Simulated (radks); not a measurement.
The numbers below are computed, except where a source is named.
Problem. Level of theory: non-relativistic Kohn-Sham, LB94 model potential, spin-polarised, spherical densities, point nucleus; open shells are filled with parallel spins first (spin-orbit coupling, left out, can overturn this in heavy ions) (a radial shooting solver on a logarithmic mesh with Libxc functionals). Response by self-consistent Sternheimer equations with the Hartree and adiabatic LDA kernel. For heavy and open-shell atoms this level of theory can miss by tens of per cent. Rank Be3+, V3+, Rh2+, Te3+, Ni+, Rb+, V+, Ti (NIST ground configurations) by static dipole polarisability, largest first.

Solution. Ti 82.87, V+ 11.60, Te3+ 10.59, Rb+ 9.399, Rh2+ 6.865, Ni+ 6.368, V3+ 2.196, Be3+ 0.01839 bohr^3.
